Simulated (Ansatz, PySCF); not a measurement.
Gas-phase reaction (SMILES): CB(C)F → [CH2-]B(C)F + H+; deprotonation at the site shown.

Structures are relaxed separately at B3LYP-D3(BJ)/def2-TZVP in Ansatz (a quantum-chemistry and plane-wave program), one conformer each, not searched for the lowest. Cores are frozen in the correlated levels unless marked. No spin-orbit coupling. No relativistic terms. CBS marks a two-point X^-3 extrapolation of the correlation energy; Hartree-Fock from the larger set. [CCSD(T)-MP2]/basis is that difference in the basis named. Anions need diffuse functions, of which def2-TZVPD holds fewer than the aug- sets. Thermal terms are rigid-rotor harmonic-oscillator values from B3LYP-D3(BJ) frequencies (Ansatz or PySCF) at 298.15 K and 1 atm. 1 Eh = 627.5095 kcal/mol. The proton has no electrons: its energy is zero and its thermal terms are those of translation.

```json
[
 {"species": "CB(C)F", "E, RI-MP2/CBS(aug-cc-pVTZ,aug-cc-pVQZ)+[CCSD(T)-MP2]/aug-cc-pVTZ (Ansatz) (Eh)": "-204.38178", "E, r2SCAN-D4/def2-TZVPD (Ansatz + dftd4) (Eh)": "-204.56695", "H - E (Eh)": "0.08606", "G - E (Eh)": "0.04998"},
 {"species": "[CH2-]B(C)F", "E, RI-MP2/CBS(aug-cc-pVTZ,aug-cc-pVQZ)+[CCSD(T)-MP2]/aug-cc-pVTZ (Ansatz) (Eh)": "-203.77640", "E, r2SCAN-D4/def2-TZVPD (Ansatz + dftd4) (Eh)": "-203.95985", "H - E (Eh)": "0.07232", "G - E (Eh)": "0.03905"},
 {"species": "H+", "E, RI-MP2/CBS(aug-cc-pVTZ,aug-cc-pVQZ)+[CCSD(T)-MP2]/aug-cc-pVTZ (Ansatz) (Eh)": "0.00000", "E, r2SCAN-D4/def2-TZVPD (Ansatz + dftd4) (Eh)": "0.00000", "H - E (Eh)": "0.00236", "G - E (Eh)": "-0.01000"}
]
```

### Question
Work out ΔE and ΔH, ΔG, ΔS and the equilibrium constant at 298.15 K at the first level, then ΔH at the second.

### Answer

1. ΔE = [(-203.77640) + (0.00000)] - [(-204.38178)] = 0.60538 Eh = 379.9 kcal/mol at RI-MP2/CBS(aug-cc-pVTZ,aug-cc-pVQZ)+[CCSD(T)-MP2]/aug-cc-pVTZ.
2. The terms H - E add up to -0.01138 Eh, so ΔH = (0.60538 + (-0.01138))×627.5095 = 372.7 kcal/mol.
3. The terms G - E add up to -0.02093 Eh, so ΔG = 366.7 kcal/mol, and ΔS = (-0.01138 - (-0.02093))×627509.5/298.15 = 20.1 cal/(mol K).
4. log10 K = -ΔG/(RT ln 10) = -268.8, with RT ln 10 = 1.3642 kcal/mol.
5. At r2SCAN-D4/def2-TZVPD the same steps give ΔE = 381.0 and ΔH = 373.8 kcal/mol, a shift of +1.1 from the first level.
6. These values are not checked against measurement here, since the tables used lack a sound gas-phase enthalpy of formation for at least one species, or one in the same ion convention.
